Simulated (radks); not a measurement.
Question: Hf2+, configuration [Kr] 4d10 4f14 5s1.5 5p6 5d2 5f0.5 (fractional occupations, a model configuration). Calculated with a radial shooting solver on a logarithmic mesh with Libxc functionals: Dirac Kohn-Sham, LDA (Slater exchange, Perdew-Wang correlation), spin-unpolarised, spherical densities, finite nucleus; open shells are shared between the two j in proportion to 2j + 1; Fermi nuclear charge, rms radius 5.347 fm. Some entries of the table are withheld. Estimate them.

| orbital | occ. | eigenvalue (hartree) | <r^2> (bohr^2) |
|---|---|---|---|
| 1s1/2 | 2 | -2393.991 | 0.0004959 |
| 2s1/2 | 2 | -409.8659 | 0.007593 |
| 2p1/2 | 2 | -391.7095 | 0.005436 |
| 2p3/2 | 4 | -347.9593 | 0.006642 |
| 3s1/2 | 2 | -93.95463 | 0.04978 |
| 3p1/2 | 2 | -85.86572 | 0.04576 |
| 3p3/2 | 4 | -76.49268 | 0.05244 |
| 3d3/2 | 4 | -62.71643 | 0.04083 |
| 3d5/2 | 6 | -60.67008 | 0.04266 |
| 4s1/2 | 2 | -19.51723 | 0.2481 |
| 4p1/2 | 2 | -16.20060 | 0.2569 |
| 4p3/2 | 4 | -14.04805 | 0.2938 |
| 4d3/2 | 4 | -8.57792 | 0.3247 |
| 4d5/2 | 6 | -8.18364 | 0.3389 |
| 5s1/2 | 1.5 | -3.21095 | 1.433 |
| 5p1/2 | 2 | -2.25833 | 1.773 |
| 5p3/2 | 4 | -1.96089 | 2.080 |
| 4f5/2 | 6 | -1.42561 | 0.5676 |
| 4f7/2 | 8 | -1.36100 | 0.5897 |
| 5d3/2 | 0.8 | -0.76680 | 4.478 |
| 5d5/2 | 1.2 | -0.74201 | 4.723 |
| 6s1/2 | 0 | (1) | (2) |
| 6p1/2 | 0 | -0.53966 | 13.18 |
| 6p3/2 | 0 | -0.50175 | 15.03 |
| 6d3/2 | 0 | -0.28237 | 34.37 |
| 6d5/2 | 0 | -0.27864 | 35.34 |
| 5f5/2 | 0.214286 | -0.20855 | 40.24 |
| 5f7/2 | 0.285714 | -0.20831 | 40.40 |
| 6f5/2 | 0 | -0.11795 | 129.1 |
| 6f7/2 | 0 | -0.11776 | 129.6 |

Answer: 
(1) 6s1/2 eigenvalue (hartree): -0.73559
(2) 6s1/2 <r^2> (bohr^2): 9.257
